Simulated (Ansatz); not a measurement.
Consider the formal exchange of groups at the Si–S bond: `Cl[SiH2]S[SiH2]Cl` + `C=CS` → `C=C(S)[SiH2]Cl` + `S[SiH2]Cl`.

Gas-phase electronic energies from Ansatz, PBE0-D4/def2-TZVP geometries. CCSD(T)/CBS is the MP2 limit (def2-TZVPP, def2-QZVPP) plus CCSD(T) − MP2 in def2-TZVPP, frozen cores. This one scheme is used for every species. Functionals use def2-TZVPP. One conformer a species, not always the lowest.

```
        level  ΔE (kcal/mol)
      ωB97M-V           14.4
HF/def2-TZVPP           14.1
```

Task: What does CCSD(T)/CBS give? (An estimate is asked.)

Result: Computed: +14.4 kcal/mol. The listed levels differ from it by 0.0, -0.3 kcal/mol.

Largest T1 diagnostic among the species: 0.012.

The D4 term adds +0.9 kcal/mol with B3LYP and +0.5 kcal/mol with PBE0; it sums over pairs of atoms, weighted by their polarisabilities, and B3LYP, whose exchange is more repulsive, gets the larger term.

B3LYP here is the variant with VWN-RPA as its local correlation; programs differ in this.
